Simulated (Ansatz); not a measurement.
Cost and result for the atomization energy of `[CH3][AlH][O][GaH2]` (10 atoms, 9 bonds).

```xyz
10

C    -1.006    1.507    1.024
Al   -0.867    0.289   -0.490
O     0.436   -0.767   -0.587
Ga    1.792   -1.887   -0.730
H    -1.935    2.082    1.012
H    -0.956    0.964    1.973
H    -0.174    2.219    1.028
H    -1.934    0.240   -1.665
H     1.596   -3.292   -0.074
H     3.048   -1.354   -1.490
```

Total charge 0; spin multiplicity 1. Correlated methods include outer-core shells of Ga, which these sets cover unevenly. Scalar relativity is left out up to krypton. The structure was optimised at the PBE0-D4/def2-TZVP level. It is one conformer, not always the lowest. Program: Ansatz. All runs use 4 threads of an AMD EPYC 9R45 on a shared host. Times are those of one run each, without the atoms' runs, and a repeat can differ threefold. Electronic energies, without spin–orbit coupling; frozen cores. CCSD(T)/CBS adds CCSD(T) − MP2 in def2-TZVPP to the MP2 limit, and its time is that of the two runs behind it. T1 = 0.014. With those shells the extrapolation isn't a true limit. B3LYP takes the VWN-RPA correlation (the form of Gaussian; ORCA's B3LYP/G).

CCSD(T)/CBS is a level of theory with its own doubt, some kJ/mol a heavy atom from the limit and from the frozen cores, so smaller differences don't rank the functionals.

```csv
level,functions,wall time
LDA (SPW92)/def2-TZVPP,236,0.6 s
revPBE-D4/def2-TZVPP,236,0.75 s
PBE-D4/def2-TZVPP (with forces),236,1 s
PBE0-D4/def2-TZVPP,236,1.1 s
CAM-B3LYP-D4/def2-TZVPP,236,1.3 s
r2SCANh-D4/def2-TZVPP,236,1.7 s
B3LYP-D4/def2-TZVPP (with forces),236,1.8 s
B2PLYP/def2-TZVPP,236,2.1 s
PBE-QIDH/def2-TZVPP,236,2.2 s
CCSD(T)/def2-SVP,108,2.2 s
MP2/def2-QZVPP,453,7.5 s
CCSD(T)/def2-TZVPP,236,40 s
CCSD(T)/CBS(def2),–,48 s
```

Task: What atomization energy does each give, and how far from CCSD(T)/CBS? (An estimate is asked.)

Result: The calculation gave: 
```tsv
level	atomization (kcal/mol)	difference from CCSD(T)/CBS	per bond
LDA (SPW92)/def2-TZVPP	868.7	89.3	9.9
revPBE-D4/def2-TZVPP	756.9	-22.5	-2.5
PBE-D4/def2-TZVPP (with forces)	774.0	-5.4	-0.6
PBE0-D4/def2-TZVPP	765.8	-13.6	-1.5
CAM-B3LYP-D4/def2-TZVPP	778.8	-0.6	-0.1
r2SCANh-D4/def2-TZVPP	774.7	-4.7	-0.5
B3LYP-D4/def2-TZVPP (with forces)	771.2	-8.2	-0.9
B2PLYP/def2-TZVPP	767.6	-11.8	-1.3
PBE-QIDH/def2-TZVPP	769.3	-10.1	-1.1
CCSD(T)/def2-SVP	737.7	-41.7	-4.6
MP2/def2-QZVPP	782.0	2.6	0.3
CCSD(T)/def2-TZVPP	763.3	-16.1	-1.8
CCSD(T)/CBS(def2)	779.4	0.0	0.0
```

From r2SCAN to r2SCAN0 (25 % exact exchange), in def2-TZVPP and without D4, the atomization energy moves by −11.1 kcal/mol: exact exchange takes away binding that semilocal exchange gives to molecules. The D4 term adds +6.7 kcal/mol with B3LYP and +3.6 kcal/mol with PBE0; it sums over pairs of atoms, weighted by their polarisabilities, and B3LYP, whose exchange is more repulsive, gets the larger term. Leaving LDA and LC-ωPBE aside and taking each functional with its dispersion term where it has one, the values, not all of them listed here, spread over 28.0 kcal/mol, from BHLYP-D4 to B97M-V. LDA lies +98.9 kcal/mol from PBE without D4, its usual overbinding.
